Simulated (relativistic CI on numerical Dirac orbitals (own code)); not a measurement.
Calculated at this level of theory: Dirac-Coulomb-Breit CI, orbitals from a KLI potential per configuration, a model potential for QED, unscaled Slater integrals (own radial code, finite nucleus).

CI space (outside the closed core [Ne]): 3s2.3p5, 3s.3p6, 3s2.3p4.3d, 3s.3p5.3d, 3p6.3d, 3s.3p4.3d2, 3s2.3p3.3d.4p, 3p6.4s, 3s2.3p4.4s, 3s.3p4.3d.4s, 3p6.4p, 3s2.3p4.4p, 3s2.3p4.4d, 3s.3p5.4s, 3p5.3d.4p, 3s2.3p4.4f, 3s.3p5.4p, 3s.3p5.4d, 3s.3p5.4f, 3s2.3p4.5s, 3s2.3p4.5p, 3s2.3p4.5d, 3s2.3p3.4s.4p, 3s2.3p4.5f, 3s2.3p4.5g, 3s.3p4.4s2, 3s.3p5.5s, 3s.3p5.5p, 3s2.3p3.3d2, 3s2.3p2.3d3, 3s.3p3.3d3, 3s2.3p2.3d2.4s, 3s2.3p2.3d2.4p, 3s2.3p2.3d2.4d, 3p5.3d2, 3p4.3d3, 3p4.3d2.4s, 3p4.3d2.4p, 3p4.3d2.4d, 3s2.3p3.3d.4s, 3s.3p3.3d2.4s, 3s2.3p2.3d.4s2, 3s2.3p2.3d.4s.4p, 3s2.3p2.3d.4s.4d, 3p5.3d.4s, 3p4.3d.4s2, 3p4.3d.4s.4p, 3p4.3d.4s.4d, 3s2.3p3.4s2, 3s.3p3.3d.4s2, 3s2.3p2.4s2.4p, 3s2.3p2.4s2.4d, 3s2.3p3.4p2, 3s2.3p2.3d.4p2, 3s.3p3.3d.4p2, 3s2.3p2.4s.4p2, 3s2.3p2.4p3, 3s2.3p2.4p2.4d. Double excitations out of closed p, d and f shells are left out; levels of such configurations are missing from the list, as are those of other unlisted configurations, and high levels can miss mixing partners. These lack a partner that the ground configuration has and come out too high: 3s2.3p4.4f, 3s.3p5.4p, 3s.3p5.4d, 3s.3p5.4f, 3s2.3p4.5s.

At this charge energies of transitions that change n are usually good to better than 1 %, and those within a shell (Δn = 0) to a few per cent.

Outline of the computed level scheme of Tc XXVII. Lowest level of each configuration: 3s2.3p5 2P°_3/2 at 0.000 eV; 3s.3p6 2S_1/2 at 102.738 eV; 3s2.3p4.3d 4D_3/2 at 113.874 eV; 3s.3p5.3d 4P°_1/2 at 212.107 eV; 3s2.3p3.3d2 6F°_5/2 at 231.164 eV.

Some strong electric-dipole decays among the lowest 45 levels: 3s2.3p4.3d 2S_1/2 → 3s2.3p5 2P°_3/2 (5.1e+11 s⁻¹); 3s2.3p4.3d 2D_5/2 → 3s2.3p5 2P°_3/2 (4.7e+11 s⁻¹); 3s2.3p4.3d 2D_3/2 → 3s2.3p5 2P°_1/2 (4.3e+11 s⁻¹); 3s2.3p4.3d 2P_1/2 → 3s2.3p5 2P°_1/2 (3.4e+11 s⁻¹); 3s2.3p4.3d 2D_3/2 → 3s2.3p5 2P°_3/2 (2.9e+11 s⁻¹); 3s2.3p4.3d 2P_3/2 → 3s2.3p5 2P°_3/2 (1.4e+11 s⁻¹); 3s2.3p4.3d 2S_1/2 → 3s2.3p5 2P°_1/2 (3.1e+10 s⁻¹); 3s2.3p4.3d 4P_1/2 → 3s2.3p5 2P°_3/2 (2.9e+10 s⁻¹).

LS names give the leading component of a level, which can be under half, so a name can repeat, a term be missing and a line seem to break the LS rules.
